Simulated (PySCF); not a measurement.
PySCF 2.14 output of an unrestricted PBE0 calculation on a single atom or ion in def2-QZVPPD, with the non-relativistic Hamiltonian (point nucleus):

```
SCF conv_tol = 1e-09
number electrons alpha = 5  beta = 2
    C. Adamo and V. Barone.,  J. Chem. Phys. 110, 6158 (1999)
    M. Ernzerhof and G. E. Scuseria.,  J. Chem. Phys. 110, 5029 (1999)
cycle= 1 E= -124.233647680651  delta_E= -0.00221  |g|= 0.00683  |ddm|= 0.0512
cycle= 2 E= -124.2336539257  delta_E= -6.25e-06  |g|= 0.000516  |ddm|= 0.00286
cycle= 3 E= -124.233653987274  delta_E= -6.16e-08  |g|= 6.11e-05  |ddm|= 0.000254
cycle= 4 E= -124.23365398788  delta_E= -6.06e-10  |g|= 1.06e-05  |ddm|= 2.76e-05
converged SCF energy = -124.23365398788  <S^2> = 3.7512131  2S+1 = 4.0006065
```

The run itself started from symmetry-adapted Hartree-Fock orbitals and held the occupation by maximum overlap, on a logarithmic radial grid, so the iterations belong to that start.

Which element, charge and spin multiplicity is this?

Ne³⁺ (neon, charge +3), multiplicity 4; the state was [He] 2s2 2p3, high-spin 4S determinant.
